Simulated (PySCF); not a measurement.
A calculated (LDA, PySCF 2.14, 6-31G*, no relativity, point nucleus) atom or ion has these occupied shells.

| shell | electrons | orbital energy (eV) | rms radius, mean of both spins (bohr) |
| --- | --- | --- | --- |
| 1s α | 1 | -7517.9 | 0.0659 |
| 1s β | 1 | -7517.9 | 0.0659 |
| 2s α | 1 | -900.51 | 0.280 |
| 2s β | 1 | -898.89 | 0.280 |
| 2p α | 3 | -785.48 | 0.250 |
| 2p β | 3 | -784.25 | 0.250 |
| 3s α | 1 | -118.99 | 0.842 |
| 3s β | 1 | -115.68 | 0.842 |
| 3p α | 3 | -84.577 | 0.895 |
| 3p β | 3 | -81.342 | 0.895 |
| 3d α | 5 | -27.582 | 1.11 |
| 3d β | 2 | -24.891 | 1.11 |

(1) Name the element and its charge.

Answers

(1) Co²⁺ (cobalt, charge +2), in [Ar] 3d7, high-spin 4F determinant.
